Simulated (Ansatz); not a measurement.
This geometry of C₃H₁₀SSi (15 atoms, charge 0, multiplicity 1) is a first-order saddle point.

The calculation used RKS PBE0-D4/STO-3G in Ansatz.

```xyz
15
Properties=species:S:1:pos:R:3
Si -1.724 0.394 1.547
C -0.312 0.577 0.314
C 0.330 -0.771 -0.095
C 1.553 -0.613 -1.043
S 1.178 0.039 -2.697
H -1.427 1.119 2.759
H -2.952 0.913 0.993
H -1.922 -0.996 1.881
H -0.677 1.083 -0.588
H 0.467 1.221 0.741
H 0.669 -1.307 0.806
H -0.422 -1.410 -0.585
H 2.312 0.012 -0.545
H 2.005 -1.604 -1.196
H 0.899 1.291 -2.261
```

**Question.** Which two structures does it join? (They come from a converged band through this point; their orientation in space is the band's.)

**Answer.** No bond is made or broken. The dihedral H7–Si1–C2–C3 goes from -60 to -179°. The two ends are copies of one structure, up to a mirror image or an exchange of like atoms.

Image 0:

```xyz
15
Properties=species:S:1:pos:R:3
Si -1.689 0.394 1.572
C -0.228 0.568 0.408
C 0.223 -0.783 -0.196
C 1.464 -0.668 -1.126
S 1.210 0.290 -2.647
H -2.054 1.683 2.109
H -2.820 -0.156 0.865
H -1.348 -0.488 2.662
H -0.491 1.254 -0.407
H 0.618 1.021 0.941
H 0.474 -1.484 0.617
H -0.607 -1.233 -0.763
H 2.308 -0.258 -0.548
H 1.755 -1.681 -1.441
H 1.164 1.489 -2.016
```

Image 6:

```xyz
15
Properties=species:S:1:pos:R:3
Si -1.731 0.385 1.527
C -0.337 0.585 0.288
C 0.366 -0.752 -0.045
C 1.564 -0.600 -1.025
S 1.134 -0.030 -2.695
H -1.216 -0.145 2.767
H -2.354 1.661 1.787
H -2.724 -0.525 1.010
H -0.733 1.021 -0.639
H 0.406 1.293 0.678
H 0.745 -1.210 0.883
H -0.362 -1.457 -0.478
H 2.316 0.065 -0.572
H 2.038 -1.586 -1.146
H 0.866 1.242 -2.311
```

**Question.** How far does it lie above each of them?

**Answer.** 1.4 kcal/mol above the first and 1.4 kcal/mol above the second. This is the barrier of this one path; another mechanism may lie lower. Limits of this set-up: minimal basis.

Time of the run: 98 s on 1 thread of Arm Neoverse V1, with other jobs on the host, peak memory 0.12 GiB.
